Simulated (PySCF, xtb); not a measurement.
Al(F)(NCO)(OMe) (C2H3AlFNO2), SMILES [O](C)[Al]([F])[N]=C=O.

GFN2-xTB (xtb) at its own geometry gives an orbital gap of 4.17 eV and a dipole moment of 3.10 D.

Coordinates come from a ωB97X-D3(BJ)/def2-SVP optimisation. The structure was generated by enumeration; whether it is a known compound was not checked. Other conformers were not sampled.

Q: What does B3LYP/def2-TZVP run with PySCF give? (The exact figures need the calculation; the answer reports its results.)

A: gap 7.28 eV (levels -8.43 and -1.15 eV), dipole 2.24 D.
